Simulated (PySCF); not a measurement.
# [Zn(OCH3)2] (charge 0, multiplicity 1)

Computed with PBE-D3(BJ)/def2-TZVP // PBE-D3(BJ)/def2-SVP in PySCF.

```yaml
HOMO: -5.78 eV
dipole_moment: 1.92 D
HOMO–LUMO gap: 3.71 eV
LUMO: -2.07 eV
charge on the central atom (Mulliken): 0.46 e
charge on the central atom (meta-Löwdin): 1.23 e
total_energy: -2009.2284 Ha
cost: about 2.8 core-minutes (a rough figure)
```

```xyz
11

Zn    -0.1086    -0.0553     0.1168
O      1.3193    -0.0819     1.1828
C      1.3273    -0.6406     2.4703
H      0.6187    -0.1498     3.1843
H      2.3466    -0.5199     2.9056
H      1.1020    -1.7369     2.4927
O     -1.2988     0.1493    -1.1937
C     -2.6324    -0.2815    -1.1172
H     -2.7471    -1.3869    -0.9831
H     -3.1458    -0.0255    -2.0731
H     -3.2227     0.2066    -0.3009
```
Charge 0, spin multiplicity 1.
